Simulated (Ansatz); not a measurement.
Consider the homolysis of the Cl–Sn bond: `[OH][SnH]([Cl])[Cl]` → Cl• + `[OH][SnH][Cl]`•.

Program: Ansatz. Geometries: PBE0-D4/def2-TZVP. ΔE: electronic, gas phase. CCSD(T)/CBS adds triple-zeta CCSD(T) − MP2 to the extrapolated MP2 energy (def2 sets, frozen cores). This one scheme is used for every species, atoms too. Functionals use def2-TZVPP. Open shells (•) are unrestricted, without spin–orbit coupling. Spin–orbit coupling would lower the free atoms: a little for Cl. def2 core potentials past Kr. Bonds to Sn are less sure, by a few kJ/mol each and by 10 to 20 or more in all where they break to atoms, as the def2 sets lack core-valence functions. Each species was taken in one conformer, which may not be the lowest.

`[OH][SnH]([Cl])[Cl]`:

Cartesian coordinates in Å:
```
O 0.863 0.997 -0.882
Sn -0.290 0.058 0.361
Cl 0.979 -1.508 1.489
Cl -1.845 -1.142 -0.856
H 1.303 0.420 -1.513
H -1.009 1.175 1.402
```

`[OH][SnH][Cl]`•:

Cartesian coordinates in Å:
```
O -0.951 0.848 0.580
Sn 0.231 0.084 -0.789
Cl 0.615 -2.131 -0.093
H -1.607 0.228 0.911
H 1.712 0.971 -0.608
```

```
        level  ΔE (kJ/mol)
      PBE0-D4        374.2
MP2/CBS(def2)        414.7
```

Q: What does CCSD(T)/CBS give? (Estimate.)

A: The calculation gave: +392.8 kJ/mol. The listed levels differ from it by -18.6, 21.9 kJ/mol.

Largest T1 diagnostic among the species: 0.017.

From PBE to PBE0 (25 % exact exchange), in def2-TZVPP and without D4, ΔE moves by +4.9 kJ/mol. The D4 term adds +9.9 kJ/mol with B3LYP and +5.4 kJ/mol with PBE0; it sums over pairs of atoms, weighted by their polarisabilities, and B3LYP, whose exchange is more repulsive, gets the larger term. At CCSD(T), def2-SVP lies −39.7 kJ/mol from the extrapolated value and def2-TZVPP −20.5 kJ/mol: correlation converges slowly with the basis, and small sets miss more of it in the bonded molecule than in its fragments.

B3LYP here is the variant with VWN-RPA as its local correlation; programs differ in this.

CCSD(T)/CBS has its own doubt, a few kJ/mol and more with outer-core shells, so smaller differences from it don't rank the levels.
